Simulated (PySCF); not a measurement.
C₆H₈O₃.
Atom-mapped SMILES: `[CH3:1][C@@H:2]1[O:3][CH2:4][CH:5]=[C:6]1[C:7](=[O:8])[OH:9]`

Definitions: NICS(0) = −σiso at the ring centroid; NICS(1) = −σiso and NICS(1)zz = −σzz at ±1 Å along the ring normal z. Level: GIAO PBE0/pcSseg-1 (PySCF, non-relativistic, gas phase) on the GFN2-xTB geometry, one conformer.

Ring bond lengths (Å), with Mayer bond orders in brackets: C2–O3 1.426 (0.89), O3–C4 1.415 (0.94), C4–C5 1.490 (1.04), C5–C6 1.333 (1.78), C6–C2 1.509 (0.98).

Problem. What do the NICS probes read (ppm)?

Solution. 
```tsv
ring	type	NICS(0)	NICS(1), two faces	NICS(1)zz, two faces	rms pucker (Å)	centre to ring atoms, mean (Å)
C2–O3–C4–C5–C6	5-membered ring with O; formal bonds 1 double, 4 single	-4.0	-2.6 / -2.2	-4.2 / -2.3	0.05	1.22
```

Problem. What do they say, and how far can they be read as aromaticity?

Solution. 
- C2–O3–C4–C5–C6: mean NICS(1)zz -3.2 ppm, shielded. C2, C4 have four or more neighbours, and the NICS criterion for π rings isn't applied.

Problem. At the second NICS(1) probe listed for ring C2–O3–C4–C5–C6, 1 Å off the ring, how large is the induced field along the normal in 1 T applied along it?

Solution. NICSzz × B0 = -2.3 ppm × 1 T = -2 μT, against the applied field.

Problem. Give the inner angles of the rings and the Hirshfeld charges of the ring atoms.

Solution. 
- C2–O3–C4–C5–C6: C2 104.3° (+0.042 e), O3 110.1° (-0.152 e), C4 105.6° (+0.006 e), C5 109.4° (-0.016 e), C6 109.4° (-0.024 e); sum 538.6° against 540° for a flat convex ring.

Problem. How shielded are the nuclei of the rings and their hydrogens (means over atoms taken as equivalent)?

Solution. 
```csv
atoms,environment,σ isotropic (ppm),"principal values of the symmetric part, first atom (ppm)"
C2,sp3 carbon bound to oxygen,100.1,"63.7, 89.7, 146.8"
O3,cyclic ether oxygen,279.3,"190.6, 288.5, 358.8"
C4,sp3 carbon bound to oxygen,106.9,"70.0, 99.7, 150.9"
C5,alkene CH carbon,33.7,"-76.1, 36.3, 140.8"
C6,fully substituted alkene carbon,43.0,"-53.0, 63.6, 118.6"
H on C2,methine hydrogen,26.41,"23.1, 26.1, 30.0"
H on C4,methylene hydrogen,26.54,"22.3, 24.9, 32.4"
H on C4,methylene hydrogen,26.49,"22.4, 24.9, 32.2"
H on C5,vinylic hydrogen,24.41,"22.5, 24.0, 26.7"
```

Conformer computed: `[CH3:1][C@@H:2]1[O:3][CH2:4][CH:5]=[C:6]1[C:7](=[O:8])[OH:9]`: C5–C6–C7–O8 -2°, H–O9–C7–C6 -179°.
